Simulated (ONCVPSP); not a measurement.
**Wu-Cohen ONCV dataset for S (Z = 16), non-relativistic all-electron reference.**

* Element: sulfur
* Generator: ONCVPSP 4.0.1
* Type: optimised norm-conserving Vanderbilt (ONCV)
* Functional: Wu-Cohen
* Relativity: non-relativistic
* Frozen core: [Ne]
* Valence charge: 6
* Reference configuration: 3s2 3p4
* Partial waves: 3s: rc 1.96 bohr, ncon 4, nbas 8, qcut 5.6 1/bohr, 3 projectors, debl 0.7 Ha; 3p: rc 1.45 bohr, ncon 5, nbas 9, qcut 5.3 1/bohr, 2 projectors, debl 3.7 Ha; d scattering state at 0.19 Ha: rc 1.50 bohr, ncon 4, nbas 7, qcut 7.6 1/bohr, 2 projectors, debl 2.3 Ha
* Local potential: polynomial inside 1.25 bohr (lpopt 5, dvloc0 0 Ha)
* Core correction: Teter function, fcfact 5.5, rcfact 1.35

- Cutoffs needed: 11 Ha and 15 Ha (the cutoffs (Ha) at which the residual kinetic energy of the hardest occupied pseudo-wave falls to 1 and 0.1 mHa per electron) The cutoffs count occupied waves only; projector 2 of the p channel, the hardest unoccupied one, needs 97 Ha at the loose tolerance.
- Ghost test: no bound ghost flagged; GHOST(+) flagged for s at 240.2 eV
- Largest excitation error: +66 meV (all-electron minus pseudo) for 3s2 3p1, out of 4 test configurations
- rms error of d²Exc/dni dnj: 2.08 mHa without and 0.64 mHa with the model core
